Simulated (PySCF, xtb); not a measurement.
methyl pivalate (C6H12O2), SMILES COC(=O)C(C)(C)C.

Harmonic wavenumbers (cm⁻¹) from GFN2-xTB (xtb) at its own minimum, in rising order: 29, 60, 127, 167, 180, 218, 235, 269, 296, 327, 345, 376, 483, 597, 722, 804, 900, 968, 969, 970, 1012, 1035, 1044, 1124, 1140, 1159, 1233, 1252, 1271, 1388, 1397, 1403, 1423, 1443, 1466, 1479, 1491, 1491, 1494, 1498, 1510, 1774, 2975, 2988, 3028, 3032, 3033, 3034, 3041, 3042, 3046, 3046, 3050, 3053.

Question: What does PBE-D3(BJ)/def2-SVP (PySCF) give at its own minimum? (The exact figures need the calculation; the answer reports its results.)

Answer: 36, 107, 129, 195, 212, 251, 270, 284, 312, 333, 354, 374, 486, 580, 753, 786, 859, 920, 923, 926, 991, 1004, 1025, 1128, 1142, 1169, 1194, 1216, 1265, 1322, 1333, 1357, 1394, 1400, 1400, 1404, 1410, 1418, 1421, 1426, 1446, 1780, 2969, 2971, 2974, 2980, 3056, 3057, 3061, 3072, 3078, 3079, 3080, 3106. Paired by order, the mean absolute difference is 33 cm⁻¹ and the zero-point energies are 107.1 and 106.1 kcal/mol.
